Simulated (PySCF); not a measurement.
# Adding and removing an electron: InPb

UHF-CCSD; basis In def2-SVP with ECP28, Pb def2-SVP with ECP60; scalar-relativistic core potentials; PySCF 2.14. Neutral (UHF): quartet (σ ↑, π ↑↑), Re = 2.936 Å, ωe = 129 cm⁻¹, De = 1.61 eV.

InPb⁺ (UHF): triplet (σ ↑, π ↑), Re = 3.367 Å, ωe = 72.4 cm⁻¹. The energies at the minima are -381.22990 hartree for InPb and -380.99951 for InPb⁺.

(1) Work out the adiabatic ionisation energy, without and with harmonic zero-point energies (1 hartree = 27.2114 eV, 1 eV = 8065.5 cm⁻¹), and the change of the bond length.

Correlated steps freeze 8 core orbitals. Correlated levels converge slowly with the basis: in double zeta they bind strong bonds too weakly, by up to about 1 eV, and carry superposition errors of some tenths. These are scalar-relativistic numbers at best; spin–orbit coupling would shift them, the dissociation energy most. States were picked by a PBE0 search and need not be the measured ground states.

Results:

(1) At UHF-CCSD: 0.23039 hartree = 6.269 eV between the minima; the zero-point term (72.4 − 129.0)/2 cm⁻¹ = -0.004 eV makes it 6.266 eV. Re changes by +43.1 pm against the neutral. The electron leaves a π orbital, and the ion is left as a loose complex of an ion and an atom.
